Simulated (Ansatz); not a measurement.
BeO, closed-shell singlet (the spin of the measured ground state), most abundant isotopes (9.0122 and 15.9949 u). Constants from fifth-degree fits in 1/R to seven points on the lowest solution found; no spin–orbit coupling, no relativity up to Kr; ω_e x_e and α_e move by some per cent with the fit.

Cores are frozen in the correlated methods. CBS(a, b) extrapolates the correlation energy as X⁻³ and adds the Hartree–Fock energy of set b.

The values were computed with Ansatz (a first-principles code) with Gaussian orbitals. 

```
level                                  r_e (Å)  ω_e (cm⁻¹)  ω_e x_e (cm⁻¹)  α_e (cm⁻¹)
-------------------------------------  -------  ----------  --------------  ----------
PBE/def2-TZVPP                          1.3459      1455.9            10.2      0.0172
CCSD(T)/CBS(aug-cc-pVQZ, aug-cc-pV5Z)   1.3365      1478.6            11.9      0.0189
```

D_e from total energies of the atoms and the molecule: 5.09 eV at PBE/def2-TZVPP; 4.59 eV at CCSD(T)/CBS(aug-cc-pVQZ, aug-cc-pV5Z).

Task: Derive the rotational constants, the centrifugal constant, the fundamental, the zero-point energy and the force constant, and test the Morse rule for the well depth.

Result: 
μ = 5.76433 u.
- PBE/def2-TZVPP: B_e = 16.8576/(μ r_e²) = 1.6144 cm⁻¹; B₀ = B_e − α_e/2 = 1.6058 cm⁻¹; D = 4B_e³/ω_e² = 7.94e-06 cm⁻¹; fundamental ω_e − 2ω_e x_e = 1436 cm⁻¹; zero-point energy ω_e/2 − ω_e x_e/4 = 725 cm⁻¹; k = μ(2πcω_e)² = 720 N/m; the line J = 1 ← 0 at 2B₀ = 96.28 GHz; a Morse well would hold ω_e²/(4ω_e x_e) = 6.45 eV against the computed D_e of 5.09 eV
- CCSD(T)/CBS(aug-cc-pVQZ, aug-cc-pV5Z): B_e = 16.8576/(μ r_e²) = 1.6372 cm⁻¹; B₀ = B_e − α_e/2 = 1.6278 cm⁻¹; D = 4B_e³/ω_e² = 8.03e-06 cm⁻¹; fundamental ω_e − 2ω_e x_e = 1455 cm⁻¹; zero-point energy ω_e/2 − ω_e x_e/4 = 736 cm⁻¹; k = μ(2πcω_e)² = 742 N/m; the line J = 1 ← 0 at 2B₀ = 97.60 GHz; a Morse well would hold ω_e²/(4ω_e x_e) = 5.69 eV against the computed D_e of 4.59 eV

Measured for the ground state: r_e 1.3309 Å [Huber and Herzberg (1979), NIST Chemistry WebBook]; ω_e 1487.3 cm⁻¹ [Huber and Herzberg (1979), NIST Chemistry WebBook].
